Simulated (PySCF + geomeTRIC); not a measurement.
Species: [Mo(NH2)6] (charge 0, multiplicity 1).

### Question
Give a relaxed geometry from TPSS-D3(BJ)/def2-SVP in PySCF + geomeTRIC.

### Answer
Several could match; the one computed here: the end point of this relaxation, one of several conformers.
Z-matrix (Å, degrees):
```
Mo
N 1 2.0012
H 2 1.0218 1 122.78
H 2 1.0231 3 110.68 1 163.37
N 1 2.0013 2 87.23 3 -8.91
H 5 1.0218 1 122.83 2 78.64
H 5 1.0231 6 110.68 1 163.62
N 1 2.0015 2 87.26 3 78.44
H 8 1.0218 1 122.81 2 -9.10
H 8 1.0231 9 110.67 1 163.25
N 1 2.0016 2 112.89 3 -85.52
H 11 1.0219 1 122.75 2 -85.34
H 11 1.0231 12 110.65 1 163.35
N 1 2.0017 2 154.53 3 134.71
H 14 1.0219 1 122.73 2 134.32
H 14 1.0231 15 110.63 1 162.98
N 1 2.0018 2 78.72 3 -167.59
H 17 1.0219 1 122.77 2 -167.79
H 17 1.0231 18 110.63 1 163.10
```
